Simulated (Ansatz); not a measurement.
Reaction (cleavage of the Si–Si bond): `OC(F)[SiH2][SiH3]` + `[SH][AlH][SH]` → `[SiH3][S][AlH][SH]` + `OC(F)[SiH3]`

Calculated with Ansatz (gas phase, PBE0-D4/def2-TZVP geometries, no zero-point term in ΔE). CBS: MP2 limit from def2 TZ/QZ plus the TZ coupled-cluster correction, frozen cores. This one scheme is used for every species. DFT in def2-TZVPP. B3LYP here is the variant with VWN-RPA as its local correlation; programs differ in this. Each species was taken in one conformer, which may not be the lowest.

`OC(F)[SiH2][SiH3]`:

Z-matrix (Å, degrees):
```
C
F 1 1.400
Si 1 1.918 2 108.7
O 1 1.376 2 109.9 3 119.8
H 1 1.099 2 104.9 3 -120.0
Si 3 2.339 1 109.0 2 -50.1
H 3 1.485 1 108.3 2 71.6
H 3 1.488 1 107.7 2 -170.1
H 4 0.963 1 109.6 2 70.9
H 6 1.488 3 109.9 1 -172.5
H 6 1.486 3 110.7 1 67.1
H 6 1.489 3 109.7 1 -53.3
```

`[SH][AlH][SH]`:

```xyz
6

S    -1.204   -1.704   -0.311
Al    0.102    0.025   -0.086
S    -0.326    1.336    1.600
H    -0.548   -2.125   -1.406
H     1.287    0.310   -1.084
H     0.689    2.159    1.287
```

`[SiH3][S][AlH][SH]`:

Z-matrix (Å, degrees):
```
Si
S 1 2.135
H 1 1.482 2 106.6
H 1 1.487 2 111.4 3 -119.2
H 1 1.485 2 111.3 3 119.7
Al 2 2.181 1 102.5 3 177.9
S 6 2.179 2 123.9 1 -5.9
H 6 1.572 2 118.0 1 174.0
H 7 1.344 6 95.6 2 -4.4
```

`OC(F)[SiH3]`:

Cartesian coordinates in Å:
```
O 1.299 0.467 -0.866
C 0.641 0.147 0.301
F 1.238 -0.968 0.896
Si -1.178 -0.278 -0.109
H 2.169 0.823 -0.659
H 0.727 0.946 1.050
H -1.202 -1.365 -1.116
H -1.848 -0.710 1.143
H -1.845 0.939 -0.638
```

(1) Is it downhill or uphill in electronic energy at CCSD(T)/CBS, and by how much? (Best estimate.)

(2) What do these levels give: PBE0-D4, B3LYP-D4, ωB97M-V, B2PLYP, r2SCAN, PBE0, MP2/def2-TZVPP, CCSD/def2-TZVPP, CCSD(T)/def2-TZVPP, HF/def2-QZVPP, HF/CBS(def2), MP2/CBS(def2)? (Estimate.)

Largest T1 diagnostic among the species: 0.013.

Answers

(1) Ansatz gave: Downhill: ΔE = -60.2 kJ/mol.

(2) Ansatz gave: PBE0-D4 -52.2, B3LYP-D4 -57.2, ωB97M-V -61.3, B2PLYP -58.4, r2SCAN -54.9, PBE0 -49.7, MP2/def2-TZVPP -68.0, CCSD/def2-TZVPP -56.5, CCSD(T)/def2-TZVPP -57.1, HF/def2-QZVPP -64.3, HF/CBS(def2) -64.4, MP2/CBS(def2) -71.1 kJ/mol.

The D4 term adds −5.1 kJ/mol with B3LYP and −2.6 kJ/mol with PBE0; it sums over pairs of atoms, weighted by their polarisabilities, and B3LYP, whose exchange is more repulsive, gets the larger term. From PBE to PBE0 (25 % exact exchange), in def2-TZVPP and without D4, ΔE moves by −4.7 kJ/mol.
